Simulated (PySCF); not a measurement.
Compound: C₃H₈Si.
Atom-mapped SMILES: `[CH2:1]=[C:2]([CH3:3])[SiH3:4]` (hydrogens: H5, H6 on C1; H7, H8, H9 on C3; H10, H11, H12 on Si4)

The same species was optimised twice, with GFN2-xTB and with PBE0-D3(BJ)/def2-SVP (PySCF), and the same property calculations (PySCF, gas phase) were run on both structures.

```json
{"coordinate": "Si4–H10 (Å)", "GFN2-xTB": "1.463", "PBE0-D3(BJ)/def2-SVP": "1.494", "change": "+0.031"}
{"coordinate": "Si4–H12 (Å)", "GFN2-xTB": "1.467", "PBE0-D3(BJ)/def2-SVP": "1.497", "change": "+0.030"}
{"coordinate": "Si4–H11 (Å)", "GFN2-xTB": "1.467", "PBE0-D3(BJ)/def2-SVP": "1.497", "change": "+0.030"}
{"coordinate": "C1–H5 (Å)", "GFN2-xTB": "1.077", "PBE0-D3(BJ)/def2-SVP": "1.094", "change": "+0.017"}
{"coordinate": "C1–H6 (Å)", "GFN2-xTB": "1.081", "PBE0-D3(BJ)/def2-SVP": "1.097", "change": "+0.016"}
{"coordinate": "C1=C2 (Å)", "GFN2-xTB": "1.326", "PBE0-D3(BJ)/def2-SVP": "1.341", "change": "+0.015"}
{"coordinate": "C3–H9 (Å)", "GFN2-xTB": "1.090", "PBE0-D3(BJ)/def2-SVP": "1.103", "change": "+0.013"}
{"coordinate": "C3–H7 (Å)", "GFN2-xTB": "1.090", "PBE0-D3(BJ)/def2-SVP": "1.103", "change": "+0.013"}
{"coordinate": "C3–H8 (Å)", "GFN2-xTB": "1.089", "PBE0-D3(BJ)/def2-SVP": "1.101", "change": "+0.012"}
{"coordinate": "C2–Si4 (Å)", "GFN2-xTB": "1.889", "PBE0-D3(BJ)/def2-SVP": "1.880", "change": "-0.009"}
{"coordinate": "C2–C3 (Å)", "GFN2-xTB": "1.499", "PBE0-D3(BJ)/def2-SVP": "1.502", "change": "+0.003"}
{"coordinate": "C1–C2–Si4 (°)", "GFN2-xTB": "122.7", "PBE0-D3(BJ)/def2-SVP": "119.4", "change": "-3.3"}
{"coordinate": "C3–C2–Si4 (°)", "GFN2-xTB": "116.2", "PBE0-D3(BJ)/def2-SVP": "118.3", "change": "+2.1"}
{"coordinate": "C2–Si4–H12 (°)", "GFN2-xTB": "109.0", "PBE0-D3(BJ)/def2-SVP": "110.6", "change": "+1.6"}
{"coordinate": "C2–Si4–H11 (°)", "GFN2-xTB": "109.0", "PBE0-D3(BJ)/def2-SVP": "110.5", "change": "+1.5"}
{"coordinate": "H11–Si4–H12 (°)", "GFN2-xTB": "108.7", "PBE0-D3(BJ)/def2-SVP": "107.2", "change": "-1.5"}
{"coordinate": "C1–C2–C3 (°)", "GFN2-xTB": "121.1", "PBE0-D3(BJ)/def2-SVP": "122.3", "change": "+1.2"}
{"coordinate": "H7–C3–H9 (°)", "GFN2-xTB": "107.5", "PBE0-D3(BJ)/def2-SVP": "106.3", "change": "-1.2"}
{"coordinate": "C2–C3–H7 (°)", "GFN2-xTB": "110.1", "PBE0-D3(BJ)/def2-SVP": "111.2", "change": "+1.1"}
```

Rotational constants: A = 8722, B = 4258, C = 3012 MHz (GFN2-xTB) against A = 8545, B = 4264, C = 2996 MHz (PBE0-D3(BJ)/def2-SVP). Point groups within 0.08 Å: Cs and Cs. Atoms that the bonding makes alike are paired by their places after alignment.

On the GFN2-xTB structure: lowest singlet, TDDFT (eV) 6.82 [PBE0/def2-SVPD]; lowest triplet, Tamm–Dancoff (eV) 4.26 [PBE0/def2-SVPD]; isotropic polarisability (au) 65.5 [PBE0/def2-SVPD]; HOMO (eV) -7.58 [PBE0/def2-SVPD]; LUMO (eV) -0.12 [PBE0/def2-SVPD]; dipole (D) 0.57 [PBE0/def2-SVPD]; HOMO (eV) -7.57 [PBE0/pcSseg-1]; LUMO (eV) -0.04 [PBE0/pcSseg-1]; dipole (D) 0.55 [PBE0/pcSseg-1]; GIAO shielding of C1 (ppm) 50.3 [PBE0/pcSseg-1]; GIAO shielding of C2 (ppm) 38.4 [PBE0/pcSseg-1]; GIAO shielding of C3 (ppm) 158.6 [PBE0/pcSseg-1]; GIAO shielding of Si4 (ppm) 418.3 [PBE0/pcSseg-1]; C1s of C1 (eV) 289.99 [delta-SCF UKS SCAN, pcX-2 on the ionised atom, pcseg-1 elsewhere, spin-free X2C]; C1s of C2 (eV) 290.13 [delta-SCF UKS SCAN, pcX-2 on the ionised atom, pcseg-1 elsewhere, spin-free X2C]; C1s of C3 (eV) 290.70 [delta-SCF UKS SCAN, pcX-2 on the ionised atom, pcseg-1 elsewhere, spin-free X2C]; Si1s of Si4 (eV) 1846.25 [delta-SCF UKS SCAN, pcX-2 on the ionised atom, pcseg-1 elsewhere, spin-free X2C]; Si2p of Si4 (eV) 106.75 [delta-SCF UKS SCAN, pcX-2 on the ionised atom, pcseg-1 elsewhere, spin-free X2C].

What do these properties become on the PBE0-D3(BJ)/def2-SVP structure?

```json
{"property": "lowest singlet, TDDFT (eV)", "level": "PBE0/def2-SVPD", "on GFN2-xTB": "6.82", "on PBE0-D3(BJ)/def2-SVP": "6.75", "change": "-0.07"}
{"property": "lowest triplet, Tamm–Dancoff (eV)", "level": "PBE0/def2-SVPD", "on GFN2-xTB": "4.26", "on PBE0-D3(BJ)/def2-SVP": "4.13", "change": "-0.13"}
{"property": "isotropic polarisability (au)", "level": "PBE0/def2-SVPD", "on GFN2-xTB": "65.5", "on PBE0-D3(BJ)/def2-SVP": "67.1", "change": "+1.6"}
{"property": "HOMO (eV)", "level": "PBE0/def2-SVPD", "on GFN2-xTB": "-7.58", "on PBE0-D3(BJ)/def2-SVP": "-7.59", "change": "-0.01"}
{"property": "LUMO (eV)", "level": "PBE0/def2-SVPD", "on GFN2-xTB": "-0.12", "on PBE0-D3(BJ)/def2-SVP": "-0.27", "change": "-0.15"}
{"property": "dipole (D)", "level": "PBE0/def2-SVPD", "on GFN2-xTB": "0.57", "on PBE0-D3(BJ)/def2-SVP": "0.77", "change": "+0.20"}
{"property": "energy, GFN2-xTB geometry as zero (kcal/mol)", "level": "PBE0/def2-SVPD", "on GFN2-xTB": "0.0", "on PBE0-D3(BJ)/def2-SVP": "-1.4", "change": "-1.4"}
{"property": "HOMO (eV)", "level": "PBE0/pcSseg-1", "on GFN2-xTB": "-7.57", "on PBE0-D3(BJ)/def2-SVP": "-7.59", "change": "-0.02"}
{"property": "LUMO (eV)", "level": "PBE0/pcSseg-1", "on GFN2-xTB": "-0.04", "on PBE0-D3(BJ)/def2-SVP": "-0.20", "change": "-0.16"}
{"property": "dipole (D)", "level": "PBE0/pcSseg-1", "on GFN2-xTB": "0.55", "on PBE0-D3(BJ)/def2-SVP": "0.75", "change": "+0.20"}
{"property": "energy, GFN2-xTB geometry as zero (kcal/mol)", "level": "PBE0/pcSseg-1", "on GFN2-xTB": "0.0", "on PBE0-D3(BJ)/def2-SVP": "-0.9", "change": "-0.9"}
{"property": "GIAO shielding of C1 (ppm)", "level": "PBE0/pcSseg-1", "on GFN2-xTB": "50.3", "on PBE0-D3(BJ)/def2-SVP": "44.9", "change": "-5.4"}
{"property": "GIAO shielding of C2 (ppm)", "level": "PBE0/pcSseg-1", "on GFN2-xTB": "38.4", "on PBE0-D3(BJ)/def2-SVP": "36.4", "change": "-2.0"}
{"property": "GIAO shielding of C3 (ppm)", "level": "PBE0/pcSseg-1", "on GFN2-xTB": "158.6", "on PBE0-D3(BJ)/def2-SVP": "157.9", "change": "-0.7"}
{"property": "GIAO shielding of Si4 (ppm)", "level": "PBE0/pcSseg-1", "on GFN2-xTB": "418.3", "on PBE0-D3(BJ)/def2-SVP": "413.7", "change": "-4.6"}
{"property": "C1s of C1 (eV)", "level": "delta-SCF UKS SCAN, pcX-2 on the ionised atom, pcseg-1 elsewhere, spin-free X2C", "on GFN2-xTB": "289.99", "on PBE0-D3(BJ)/def2-SVP": "290.15", "change": "+0.16"}
{"property": "C1s of C2 (eV)", "level": "delta-SCF UKS SCAN, pcX-2 on the ionised atom, pcseg-1 elsewhere, spin-free X2C", "on GFN2-xTB": "290.13", "on PBE0-D3(BJ)/def2-SVP": "290.25", "change": "+0.12"}
{"property": "C1s of C3 (eV)", "level": "delta-SCF UKS SCAN, pcX-2 on the ionised atom, pcseg-1 elsewhere, spin-free X2C", "on GFN2-xTB": "290.70", "on PBE0-D3(BJ)/def2-SVP": "290.85", "change": "+0.15"}
{"property": "Si1s of Si4 (eV)", "level": "delta-SCF UKS SCAN, pcX-2 on the ionised atom, pcseg-1 elsewhere, spin-free X2C", "on GFN2-xTB": "1846.25", "on PBE0-D3(BJ)/def2-SVP": "1846.35", "change": "+0.10"}
{"property": "Si2p of Si4 (eV)", "level": "delta-SCF UKS SCAN, pcX-2 on the ionised atom, pcseg-1 elsewhere, spin-free X2C", "on GFN2-xTB": "106.75", "on PBE0-D3(BJ)/def2-SVP": "106.82", "change": "+0.07"}
```

The heavy atoms differ by 0.026 Å rms after alignment. Among all bonds Si4–H10, Si4–H11 and Si4–H12 change most and about equally (+0.030 to +0.031 Å). Changes are differences of the printed values. Neither structure is proved a minimum here.
